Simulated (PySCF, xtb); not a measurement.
H4PSi, SMILES [SiH3][PH], multiplicity 2.

Harmonic wavenumbers (cm⁻¹) from GFN2-xTB (xtb) at its own minimum, in rising order: 122, 451, 468, 495, 710, 761, 778, 792, 2229, 2239, 2276, 2302.

Question: What does PBE0-D3(BJ)/def2-TZVP (PySCF) give at its own minimum? (An estimate is asked for; the answer gives what the named calculation found.)

Answer: 184, 452, 476, 487, 768, 890, 932, 939, 2208, 2214, 2235, 2381. Paired by order, the mean absolute difference is 61 cm⁻¹ and the zero-point energies are 19.5 and 20.3 kcal/mol.
